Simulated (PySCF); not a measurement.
## Shapes and spin states of TcSF₂

Level of theory: B3LYP/[Tc def2-SVP with ECP28, S def2-SVP, F def2-SVP], scalar-relativistic core potentials, density fitting, no spin–orbit coupling, PySCF.

Relaxations began from a few typed shapes and spin states; open shells are unrestricted. The search is not exhaustive: other isomers or separated fragments can lie lower, and high-lying points may rest on an excited occupation.

Question: Which is the lowest minimum found?
A. quartet C2v: Tc–F 1.853 Å (×2), Tc–S 2.097 Å; F–Tc–F 134.6°, F–Tc–S 112.7° (×2)
B. doublet (⟨S²⟩ 1.21) C2v: Tc–F 1.839 Å (×2), Tc–S 2.059 Å; F–Tc–F 127.8°, F–Tc–S 116.1° (×2)
C. quartet C2v: Tc–F 1.853 Å (×2), Tc–S 2.096 Å; F–Tc–F 134.8°, F–Tc–S 112.6° (×2)
D. doublet C2v: Tc–F 1.834 Å (×2), Tc–S 2.048 Å; F–Tc–F 125.1°, F–Tc–S 117.4° (×2)
E. broken-symmetry Ms = 1/2 (⟨S²⟩ 1.78) C2v: Tc–F 1.849 Å (×2), Tc–S 2.104 Å; F–Tc–F 135.2°, F–Tc–S 112.4° (×2)

Answer: A. The others lie at 0.2 (quartet C2v), 24.8 (doublet C2v), 29.0 (doublet C2v), 41.0 (broken-symmetry Ms = 1/2 C2v) kJ/mol above it.

Formally Tc is in oxidation state +4, d3, with 3 unpaired electrons (the high-spin count). The Mulliken spin on Tc is 2.60. The polar-tensor charge on Tc, 1.44, is far below the formal one.

For the lowest minimum: other spin states or occupations of the open shell can lie lower.

The electron or spin density has lower symmetry than the nuclear frame for the doublet (⟨S²⟩ 1.21) C2v at 24.8 kJ/mol.
